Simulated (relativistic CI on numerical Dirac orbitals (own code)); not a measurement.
Method of calculation: Dirac-Coulomb-Breit CI, separate exchange-only KLI orbitals for each configuration, model QED (radiative potential, 1s self-energy scaled to tabulated hydrogen-like ionisation energies), unscaled Slater integrals (own radial code, finite nucleus).

The strongest absorption lines from the ground level of an ion, among the configurations computed and to levels below about 578 eV (vacuum wavelength in nm, gf): 4.6138 (0.045), 4.6288 (0.18), 4.8516 (1.1), 4.8575 (0.4), 4.9441 (1), 6.2187 (0.26), 6.2566 (0.082), 6.6433 (0.33).

Question: Which ion is it?
A. Nd XLVI
B. La XLIII
C. Xe XL
D. Cd XXXIV

Answer: C. Xe XL has 15 electrons and the ground level 3s²3p³ ²P°3/2; the strongest line goes to 3s²3p²3d ⁴P3/2. The pattern of lines fixes the number of electrons, and along that sequence the line energies rise steadily with the charge (about as its square where n changes within one kind of shell, about linearly where n is kept but much faster in heavy ions where fine structure, which grows about as Z⁴, sets the gap, and irregularly where shells cross), which fixes Z. Configurations outside the model, such as inner-shell arrays, can give stronger lines. At this charge energies of transitions that change n are usually good to better than 1 %, and those within a shell (Δn = 0) to a few per cent.

LS names give the leading component of a level, which can be under half, so a name can repeat, a term be missing and a line seem to break the LS rules.
